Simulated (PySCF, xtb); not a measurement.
C2H5Cl3Sn, SMILES C[CH2][Sn]([Cl])([Cl])[Cl].

GFN2-xTB (xtb) at its own geometry gives an orbital gap of 2.67 eV and a dipole moment of 5.27 D.

Geometry optimised at B3LYP-D3(BJ)/def2-SVP. The def2 effective core potentials stand for the cores of Sn; spin–orbit coupling is left out. Other conformers were not sampled.

Problem. What does PySCF with PBE/def2-TZVP give? (An estimate is asked for; the answer gives what the named calculation found.)

Solution. gap 4.23 eV (levels -7.51 and -3.28 eV), dipole 3.93 D.
